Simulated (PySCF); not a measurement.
**Potential energy of SnB⁺ along the bond**

Set-up: PySCF, scalar-relativistic core potentials, basis sets Sn cc-pVDZ-PP with ECP28, B cc-pVDZ. Energies in eV from Sn⁺ + B in their ground configurations at the same level. State: ³Π (triplet), unpaired electrons σ ↑, π ↑.

All columns are PBE0. A positive dipole points towards B; it is taken about the centre of mass and depends on that origin.

```json
{"R (Å)": "2.061", "E (eV)": "-1.505", "μ (D)": "1.45", "Mulliken charge on Sn (basis-dependent)": "0.92", "HOMO (eV)": "-12.52", "LUMO (eV)": "-10.58", "Mayer bond order": "1.35", "⟨S²⟩": "2.00"}
{"R (Å)": "2.157", "E (eV)": "-1.821", "μ (D)": "1.42", "Mulliken charge on Sn (basis-dependent)": "0.90", "HOMO (eV)": "-12.41", "LUMO (eV)": "-10.33", "Mayer bond order": "1.32", "⟨S²⟩": "2.00"}
{"R (Å)": "2.253", "E (eV)": "-1.989", "μ (D)": "1.42", "Mulliken charge on Sn (basis-dependent)": "0.89", "HOMO (eV)": "-12.13", "LUMO (eV)": "-10.11", "Mayer bond order": "1.29", "⟨S²⟩": "2.00"}
{"R (Å)": "2.325", "E (eV)": "-2.045", "μ (D)": "1.45", "Mulliken charge on Sn (basis-dependent)": "0.88", "HOMO (eV)": "-11.94", "LUMO (eV)": "-9.97", "Mayer bond order": "1.26", "⟨S²⟩": "2.01"}
{"R (Å)": "2.397", "E (eV)": "-2.058", "μ (D)": "1.52", "Mulliken charge on Sn (basis-dependent)": "0.87", "HOMO (eV)": "-11.77", "LUMO (eV)": "-9.84", "Mayer bond order": "1.23", "⟨S²⟩": "2.01"}
{"R (Å)": "2.469", "E (eV)": "-2.040", "μ (D)": "1.61", "Mulliken charge on Sn (basis-dependent)": "0.86", "HOMO (eV)": "-11.61", "LUMO (eV)": "-9.72", "Mayer bond order": "1.19", "⟨S²⟩": "2.01"}
{"R (Å)": "2.565", "E (eV)": "-1.983", "μ (D)": "1.77", "Mulliken charge on Sn (basis-dependent)": "0.84", "HOMO (eV)": "-11.42", "LUMO (eV)": "-9.58", "Mayer bond order": "1.14", "⟨S²⟩": "2.01"}
{"R (Å)": "2.685", "E (eV)": "-1.880", "μ (D)": "2.04", "Mulliken charge on Sn (basis-dependent)": "0.81", "HOMO (eV)": "-11.22", "LUMO (eV)": "-9.42", "Mayer bond order": "1.06", "⟨S²⟩": "2.01"}
{"R (Å)": "2.829", "E (eV)": "-1.736", "μ (D)": "2.44", "Mulliken charge on Sn (basis-dependent)": "0.78", "HOMO (eV)": "-11.02", "LUMO (eV)": "-9.25", "Mayer bond order": "0.96", "⟨S²⟩": "2.01"}
{"R (Å)": "3.020", "E (eV)": "-1.541", "μ (D)": "3.02", "Mulliken charge on Sn (basis-dependent)": "0.73", "HOMO (eV)": "-10.81", "LUMO (eV)": "-9.05", "Mayer bond order": "0.83", "⟨S²⟩": "2.01"}
```

A fit through these points gives, at Re = 2.388 Å, μ = 1.51 D and dμ/dR = 0.995 D/Å; the reduced mass is 10.08 u.

**Question.** How strong is the fundamental in the double-harmonic approximation, I = 42.26·(dμ/dR)²/μred km/mol?

**Answer.** I = 42.26·(0.995)²/10.08 = 4.15 km/mol at PBE0.

These are scalar-relativistic numbers at best; spin–orbit coupling would shift them, the dissociation energy most. For an ion De counts to the pair picked by the measured ionisation energies or electron affinities, which need not be the lowest pair at this level. The state is the lowest determinant that a PBE0 search found; another state may lie lower at other levels.
